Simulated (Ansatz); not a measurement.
Reaction (cleavage of the Si–Si bond): `[SiH3][SiH2]Cl` + `NB[SeH]` → `NB[Se][SiH3]` + `[SiH3]Cl`

Computed with Ansatz on PBE0-D4/def2-TZVP structures; ΔE is electronic, products minus reactants. CBS: MP2 limit from def2 TZ/QZ plus the TZ coupled-cluster correction, frozen cores. This one scheme is used for every species. Functionals use def2-TZVPP. B3LYP here is the variant with VWN-RPA as its local correlation; programs differ in this. For Se outer-core shells are correlated without core-valence functions, which leaves a few kJ/mol of doubt a bond. Scalar relativity is left out up to krypton. One conformer a species, not always the lowest.

`[SiH3][SiH2]Cl`:

```xyz
8

Si   -0.965   -0.659   -0.295
Si    0.887    0.576    0.421
Cl    1.717    1.530   -1.211
H    -1.581   -1.354    0.867
H    -0.533   -1.668   -1.297
H    -1.965    0.253   -0.909
H     0.508    1.617    1.409
H     1.932   -0.294    1.016
```

`NB[SeH]`:

Z-matrix (Å, degrees):
```
N
B 1 1.389
H 1 1.006 2 124.5
H 1 1.005 2 121.8 3 180.0
Se 2 1.956 1 120.2 3 -0.0
H 2 1.192 1 120.2 3 180.0
H 5 1.464 2 94.6 1 -180.0
```

`NB[Se][SiH3]`:

Cartesian coordinates in Å:
```
N -1.217 0.810 0.748
B 0.083 1.142 1.099
Se 1.705 0.273 0.417
Si 0.804 -1.154 -1.102
H -2.005 1.295 1.143
H -1.476 0.062 0.127
H 0.281 2.019 1.883
H 0.318 -0.436 -2.309
H -0.351 -1.891 -0.517
H 1.859 -2.121 -1.488
```

`[SiH3]Cl`:

Cartesian coordinates in Å:
```
Si -0.016 0.033 -0.123
Cl 0.244 -0.489 1.846
H -1.413 -0.272 -0.510
H 0.930 -0.753 -0.947
H 0.255 1.481 -0.266
```

(1) Is it downhill or uphill in electronic energy at CCSD(T)/CBS, and by how much? (Best estimate.)

(2) What do these levels give: r2SCAN-D4, B3LYP-D4, ωB97X-V, ωB97M-V, PBE0, HF/def2-TZVPP, SCS-MP2/def2-TZVPP, CCSD/def2-TZVPP, CCSD(T)/def2-TZVPP, HF/CBS(def2), MP2/CBS(def2), CCSD/CBS(def2)? (Best estimate.)

Largest T1 diagnostic among the species: 0.011.

## Answers

(1) Computed: Downhill: ΔE = -0.62 eV.

(2) Ansatz gave: r2SCAN-D4 -0.56, B3LYP-D4 -0.57, ωB97X-V -0.57, ωB97M-V -0.62, PBE0 -0.51, HF/def2-TZVPP -0.64, SCS-MP2/def2-TZVPP -0.68, CCSD/def2-TZVPP -0.59, CCSD(T)/def2-TZVPP -0.60, HF/CBS(def2) -0.65, MP2/CBS(def2) -0.73, CCSD/CBS(def2) -0.62 eV.

From PBE to PBE0 (25 % exact exchange), in def2-TZVPP and without D4, ΔE moves by −0.04 eV. The D4 term adds −0.03 eV with B3LYP and −0.02 eV with PBE0; it sums over pairs of atoms, weighted by their polarisabilities, and B3LYP, whose exchange is more repulsive, gets the larger term.
